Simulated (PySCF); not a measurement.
From one molecule to another.

First species: C₂H₅N₃Si.
Structure used (GFN2-xTB), in Å, numbered top down from 1:
```xyz
11
C2H5N3Si angstrom
Si    -1.9247   -0.0614   -0.0111
C     -0.0656   -0.3019    0.0068
N      0.5509   -1.4519    0.0726
N      1.8727   -1.2375    0.0764
C      2.0679    0.0443    0.0121
N      0.8749    0.6943   -0.0346
H     -2.1400    1.3110   -0.4940
H     -2.5271   -1.0328   -0.9137
H     -2.4338   -0.1765    1.3549
H      3.0217    0.5298   -0.0056
H      0.7085    1.6853   -0.0898
```

Second species: n-PeOH, C5H12O.
InChI=1S/C5H12O/c1-2-3-4-5-6/h6H,2-5H2,1H3

Levels: CAM-B3LYP/def2-SVPD for dipole moment, HOMO energy, LUMO energy, HOMO–LUMO gap, static isotropic polarisability and electronic spatial extent ⟨r²⟩ about the centre of nuclear charge; TDDFT CAM-B3LYP/def2-SVPD for lowest singlet excitation; TDA CAM-B3LYP/def2-SVPD for lowest triplet excitation (Tamm–Dancoff); GFN2-xTB for rotational constant A and rotational constant C. Geometries: GFN2-xTB. Each species is one conformer at its optimised geometry, gas phase, non-relativistic unless stated. Electronic properties by PySCF.

Dipoles, sizes and rotational constants follow the conformer. The torsions of the flexible species, by atom-mapped SMILES:
- `[CH3:1][CH2:2][CH2:3][CH2:4][CH2:5][OH:6]`: C1–C2–C3–C4 180°, C2–C3–C4–C5 180°, C3–C4–C5–O6 -179°, H–O6–C5–C4 -56°

Values for the first species:

- Dipole moment: 5.32 D
- HOMO energy: -8.77 eV
- LUMO energy: 0.74 eV
- HOMO–LUMO gap: 9.51 eV
- Lowest singlet excitation: 5.64 eV
- Lowest triplet excitation (Tamm–Dancoff): 4.83 eV
- Static isotropic polarisability: 67.9 au
- Electronic spatial extent ⟨r²⟩ about the centre of nuclear charge: 705 bohr²
- Rotational constant A: 9.062 GHz
- Rotational constant C: 1.685 GHz

Q: Estimate the same properties for the second species, and the change in each.

A: 
| property | first | second | second less first |
| --- | --- | --- | --- |
| dipole moment | 5.32 D | 1.89 D | -3.43 D |
| HOMO energy | -8.77 eV | -9.26 eV | -0.49 eV |
| LUMO energy | 0.74 eV | 1.28 eV | +0.54 eV |
| HOMO–LUMO gap | 9.51 eV | 10.54 eV | +1.03 eV |
| lowest singlet excitation | 5.64 eV | 6.95 eV | +1.31 eV |
| lowest triplet excitation (Tamm–Dancoff) | 4.83 eV | 6.65 eV | +1.82 eV |
| static isotropic polarisability | 67.9 au | 67.9 au | 0.0 au |
| electronic spatial extent ⟨r²⟩ about the centre of nuclear charge | 705 bohr² | 1071 bohr² | +366 bohr² |
| rotational constant A | 9.062 GHz | 15.636 GHz | +6.574 GHz |
| rotational constant C | 1.685 GHz | 1.109 GHz | -0.576 GHz |

On the first: The vertical singlet–triplet gap S1 − T1 is 0.81 eV (TDDFT singlet less Tamm–Dancoff triplet; S1: HOMO→LUMO+1, weight 0.72; T1: HOMO−1→LUMO+1, weight 0.65). The principal polarisabilities are 49.6, 66.5 and 87.7 au; their mean is the isotropic value. GFN2-xTB frequencies show an imaginary mode (36i cm⁻¹), so this geometry is no minimum at that level.

On the second: No computed singlet falls in the visible range (750 to 380 nm, 1.65 to 3.26 eV); S1 lies 3.69 eV above its blue end. The vertical singlet–triplet gap S1 − T1 is 0.30 eV (TDDFT singlet less Tamm–Dancoff triplet; S1: HOMO→LUMO, weight 0.70; T1: HOMO→LUMO, weight 0.64).
